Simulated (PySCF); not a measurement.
CH₅AlO₂, SMILES [CH3][Al]([OH])[OH]. Atoms are numbered in the order given.

```xyz
9

Al     0.0379     0.0358     0.0031
C     -1.4327    -1.2297    -0.1293
H     -1.1000    -2.1661    -0.6235
H     -2.2803    -0.8157    -0.7103
H     -1.8042    -1.5114     0.8775
O     -0.0926     1.5365    -0.8309
H      0.5788     2.2347    -0.8364
O      1.4066    -0.4070     0.9487
H      2.1975     0.1351     1.0856
```
Charge 0, spin multiplicity 1.

Coordinates come from a PBE-D3(BJ)/def2-SVP optimisation. The isomer is the one that the SMILES or the coordinates give; other isomers of the formula were not compared. The values are those of a single conformer.

All values below come from M06-2X/def2-TZVP (PySCF).

Atomic charges (e):

```csv
atom,meta-Löwdin,Löwdin
Al1,1.16,-0.01
C2,-0.65,-0.48
H3,0.13,0.15
H4,0.13,0.14
H5,0.13,0.14
O6,-0.79,-0.15
H7,0.34,0.18
O8,-0.80,-0.15
H9,0.34,0.18
```
